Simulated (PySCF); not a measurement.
Start geometry of `[SiH3][SiH2]O[SiH2]n1cccc1` from GFN2-xTB (Å):
```
atom  x, y, z in Å
Si1    2.1131    1.3498   -0.7896
Si2    2.5413   -0.8868   -0.6904
O3     1.1704   -1.7122   -0.2894
Si4   -0.1370   -1.9839    0.5232
N5    -1.1393   -0.5362    0.4668
C6    -1.8809    0.0175    1.4904
C7    -2.5102    1.1241    1.0462
C8    -2.1532    1.2884   -0.3209
C9    -1.3324    0.2621   -0.6080
H10    1.1973    1.8723    0.2669
H11    1.4907    1.7814   -2.0649
H12    3.3513    2.1353   -0.6677
H13    2.8808   -1.5290   -1.9591
H14    3.5115   -1.2832    0.3351
H15    0.1171   -2.2552    1.9307
H16   -0.8408   -3.0398   -0.1986
H17   -1.8797   -0.4345    2.4599
H18   -3.1752    1.7713    1.6212
H19   -2.5009    2.0545   -0.9719
H20   -0.8748    0.0195   -1.5496
```

Problem. What comes out of this run: PBE0-D3(BJ)/def2-SVP geometry optimisation, gas phase in PySCF 2.14.0?

Solution. 
```
atom  x, y, z in Å
Si1    1.8114    1.3355   -0.7585
Si2    2.5190   -0.8395   -0.2266
O3     1.2509   -1.9316   -0.2822
Si4   -0.3124   -2.1488    0.1821
N5    -1.1591   -0.6003    0.2796
C6    -1.3650    0.1413    1.4273
C7    -1.9608    1.3319    1.0877
C8    -2.1279    1.3290   -0.3274
C9    -1.6272    0.1371   -0.7921
H10    0.8284    1.8428    0.2434
H11    1.2264    1.3741   -2.1330
H12    3.0296    2.2080   -0.7386
H13    3.5478   -1.3151   -1.1976
H14    3.1231   -0.8580    1.1436
H15   -0.3877   -2.7281    1.5483
H16   -0.9921   -2.9729   -0.8466
H17   -1.0733   -0.2476    2.4014
H18   -2.2533    2.1195    1.7796
H19   -2.5727    2.1143   -0.9358
H20   -1.5737   -0.2562   -1.8061
```

The energy falls by 0.515 eV over 20 energy and gradient evaluations, the largest force component goes from 0.0449 to 2.6e-04 Eh/bohr, and the atoms move by 0.602 Å rms after alignment. The bond that changes most is O3–Si4 (siloxane oxygen to oxygen-bound silicon), which lengthens by 0.082 Å. Bonds longer at the end by more than 0.005 Å: 16 of 20; shorter: 0. Among the angles that change most is Si2–O3–Si4, from 155.3° to 142.8°. Among the dihedrals that turn most is O3–Si4–N5–C6, from -140° to -97°. Rotational constants go from 1460, 724.2, 529.7 to 1309, 817.1, 580.5 MHz. The orientation of the end geometry is arbitrary; only internal coordinates are fixed.

The run used 193 basis functions and 139 SCF cycles in all.

No frequency check. One conformer, not necessarily the lowest.
